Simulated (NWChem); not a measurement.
**Basis-set convergence for H₃NSi**

```xyz
5

Si    -0.5250     0.4596     0.0000
H      0.5290     1.6011     0.0000
N      0.6737    -0.7957     0.0000
H      1.6918    -0.6790     0.0000
H      0.4128    -1.7865     0.0000
```
Charge 0, spin multiplicity 1.

Everything below was run with NWChem. All single points use one geometry, from PBE/def2-SVP, a minimum by its harmonic frequencies. It is one conformer; others weren't searched.

Quantity: first vertical ionisation energy at the level G0W0@PBE.

The structure started from a generated list of species.

```
basis       functions  first vertical ionisation energy (eV)
----------  ---------  -------------------------------------
def2-SVP           47                                      ?
def2-TZVP          86                                   8.45
def2-TZVPD        107                                   8.40
def2-TZVPP        115                                      ?
def2-QZVP         217                                      ?
```

### Question
Complete the blanks.

### Answer

- def2-SVP, first vertical ionisation energy (eV): 8.15
- def2-TZVPP, first vertical ionisation energy (eV): 8.53
- def2-QZVP, first vertical ionisation energy (eV): 8.61
